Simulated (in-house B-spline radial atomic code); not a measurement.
## The germanium ion Ge⁷⁺: [Ar] 3d7

Method: non-relativistic SCAN, spin-polarised, spherical fractional occupations, point nucleus. Calculated with an all-electron radial atomic-structure program (B-spline basis).

Effective charges: Z_r = [3n² - l(l+1)]/(2<r>) from the radius, Z_e = n√(-2ε) from the energy, and Slater's rules. Values are occupation-weighted means over spin.

```csv
shell,electrons,ε (eV),<r> (bohr),Z_r,Z_e,Slater
1s,2,-10980,0.04787,31.34,28.41,31.70
2s,2,-1497.6,0.2134,28.11,20.98,27.85
2p,6,-1347.3,0.1852,27.00,19.90,27.85
3s,2,-304.18,0.6143,21.98,14.18,20.75
3p,6,-252.98,0.6215,20.11,12.94,20.75
3d,7,-165.83,0.6265,16.76,10.47,11.90
```

The least bound orbital is 3d down at -161.1 eV, and it is also the most diffuse (<r> = 0.6333 bohr).
